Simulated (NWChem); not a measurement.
System: CH₆ClGeN; SMILES C[NH][GeH2][Cl]

```xyz
10

C      1.1611     2.1246     0.2541
N      0.0789     1.5005    -0.4749
Ge    -0.6706    -0.0580     0.0622
Cl     0.7236    -1.7419    -0.0457
H      2.1529     1.6659     0.0789
H      0.9635     2.0693     1.3365
H      1.2337     3.1948    -0.0005
H      0.1658     1.6013    -1.4818
H     -1.8262    -0.3865    -0.8875
H     -1.0501     0.0712     1.5408
```
Atoms are numbered in this order, from 1.

Computed with NWChem. Pople sets run with spherical d functions. Structure relaxed at the PBE0/def2-SVP level. Vertical excitations in the gas phase; the lowest state need not have the same character in each row.

For level B3LYP/6-31G*, TDA:

```
Property                         Value
-------------------------------  -----
lowest excitation, singlet (eV)   6.28
orbital gap (eV)                  6.85
```

Question: How do the values read with level PBE/6-31G*, TDA instead?

Answer: The lowest excitation, singlet (eV) is 5.72 and the orbital gap (eV) is 5.07.
